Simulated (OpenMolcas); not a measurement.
Sb⁺: the spin-orbit constant, worked from levels

```
Program             : OpenMolcas
Basis               : ANO-RCC-VDZP [6s5p3d1f]
Scalar Hamiltonian  : DKH2, point nucleus
Active space        : 4 electrons in 4 orbitals (5s 5p)
State averaging     : 2S+1 = 3 even, 3 roots; 2S+1 = 1 even, 6 roots; 2S+1 = 5 odd, 1 root; 2S+1 = 3 odd, 9 roots; 2S+1 = 1 odd, 8 roots
Spin-orbit coupling : RASSI with atomic mean-field integrals over the reference wave functions, term energies averaged over their components
```

Methods: CASSCF; SS-CASPT2, IPEA 0.25 Eh, imaginary shift 0.1 Eh (closed shells correlated: 4d). Measured levels: NIST Handbook of Basic Atomic Spectroscopic Data.

**The spin-orbit constant.** For the Hund term ³P of p2, E(J) = (A/2) J(J+1) + constant and ζ = 2S·A = 2A. From J = 0 to J = 2 the energy changes by 3 A.

```csv
Source,E(2) - E(0),A,ζ
CASSCF,5664.8,1888.3,3777
SS-CASPT2,5457.1,1819.0,3638
measured,5658.2,1886.1,3772
```

All in cm-1. SS-CASPT2 is off by -3.6 % and CASSCF by +0.1 %. Both methods take the spin-orbit matrix elements from the reference wave functions, so the second can move ζ only through the term energies and any multistate remixing. Second-order mixing with other terms is absorbed into this ζ.

Over all roots computed the reference weight is 0.89 to 0.95 in SS-CASPT2; the roots of lowest weight are the least certain, and an intruder state may touch them. Computed and measured levels are paired by configuration, term and J; levels that our copy of the source lacks, or whose pairing is in doubt (as where it misses far off the trend of its configuration), stay unpaired and out of the deviations. Levels of configurations outside the active space are missing.
